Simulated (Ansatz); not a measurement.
Nb₃H₃Se₉, relaxed as a triplet with UKS PBE-D4/def2-SVP in Ansatz, starting from the PBE-D4/def2-SVP geometry of the neutral singlet. Force threshold 0.03 eV/Å.

In the def2 sets Nb takes a core potential; there is no spin–orbit coupling. The relaxation made no stability test and no search for a lower SCF solution. At PBE-D4/def2-SVP a singlet of charge 0 lies 0.56 eV below the triplet, each at its own geometry.

Start:

```xyz
15

Nb   -0.678   -1.229    0.839
Nb   -0.875    1.483   -0.081
Nb    2.003   -0.093   -0.686
Se   -2.315   -3.012    1.471
Se    1.843   -1.460    1.351
Se    0.377   -1.808   -1.658
Se   -0.749    0.786    2.307
Se   -2.482   -0.328   -0.707
Se    1.593    2.257   -0.014
Se    0.274    0.492   -2.459
Se   -2.551    3.347    0.060
Se    4.396   -0.420   -1.342
H    -1.298   -3.498    2.463
H    -3.746    2.674    0.632
H     4.208    0.808   -2.174
```

| step | energy (eV) | largest force component (eV/Å) | SCF passes |
| --- | --- | --- | --- |
| 1 | -592706.1777 | 0.498 | 68 |
| 2 | -592706.3373 | 0.395 | 43 |
| 3 | -592706.3930 | 0.134 | 43 |
| 4 | -592706.4169 | 0.135 | 38 |
| 5 | -592706.4343 | 0.206 | 36 |
| 6 | -592706.4421 | 0.218 | 37 |
| 7 (rejected) | -592706.4402 | 0.316 | 40 |
| 8 | -592706.4523 | 0.041 | 37 |
| 9 | -592706.4538 | 0.108 | 37 |
| 10 (rejected) | -592706.4533 | 0.112 | 36 |
| 11 | -592706.4561 | 0.019 | 34 |

Force components are those of the run's own axes.

End:

```xyz
15

Nb   -0.810   -1.345    0.821
Nb   -0.972    1.384   -0.072
Nb    1.839   -0.032   -0.534
Se   -2.208   -3.169    1.824
Se    1.710   -1.713    1.314
Se    0.368   -1.808   -1.627
Se   -0.732    0.683    2.309
Se   -2.597   -0.450   -0.720
Se    1.457    2.353    0.008
Se    0.207    0.513   -2.418
Se   -2.145    3.594   -0.205
Se    4.166   -0.329   -1.427
H    -0.955   -3.792    2.346
H    -3.425    3.046    0.333
H     4.097    1.066   -1.953
```

By distances, no bond broke or formed. The bond that changes most is Nb2–Se10, from 2.82 to 2.77 Å (atoms count from 1).

No frequencies were taken in this run, so the end may be a saddle point.

Run time 66 s (2 threads of AMD EPYC 7R13 on a shared host and a share (18 GiB) of an NVIDIA H100 80GB HBM3), peak host memory 1.1 GiB.
